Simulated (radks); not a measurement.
The germanium anion Ge4-, [Kr], held by a Watson sphere: a shell of charge +4 at radius R that stands for the Madelung well of a crystal (potential energy -4/R inside, -4/r outside, in hartree with lengths in bohr). Calculated with a radial shooting solver on a logarithmic mesh with Libxc functionals: scalar-relativistic Kohn-Sham, PBEsol, spin-polarised, spherical densities, finite nucleus; Fermi nuclear charge, rms radius of each element as measured or else 0.836 A^(1/3) + 0.57 fm. Response by self-consistent Sternheimer equations with the Hartree and adiabatic LDA kernel, the relativistic mass of each level held fixed and spin-orbit coupling left out. The sphere does not respond.

R (bohr)  e(3d) (eV)  e(4s) (eV)  e(4p) (eV)  <r> 4p (bohr)  sum of <r^2> (bohr^2)  X-ray form factor at sin(theta)/lambda = 0.3 1/angstrom  alpha (bohr^3)
2.93         -27.267     -12.967      -6.144          2.927                  82.58                                                   21.855           66.95
3.43         -26.735     -11.629      -5.304          3.210                  95.90                                                   21.960           98.93
3.46         -26.715     -11.561      -5.258          3.227                  96.73                                                   21.965           101.2
3.53         -26.673     -11.409      -5.153          3.267                  98.70                                                   21.976           106.8
3.6          -26.634     -11.264      -5.050          3.307                  100.7                                                   21.986           112.7
3.63         -26.619     -11.203      -5.007          3.325                  101.6                                                   21.990           115.3
3.88         -26.517     -10.747      -4.668          3.470                  108.9                                                   22.017           139.2
4.09         -26.458     -10.423      -4.410          3.592                  115.4                                                   22.033           162.6
4.56         -26.380      -9.864      -3.914          3.871                  130.8                                                   22.049           227.0
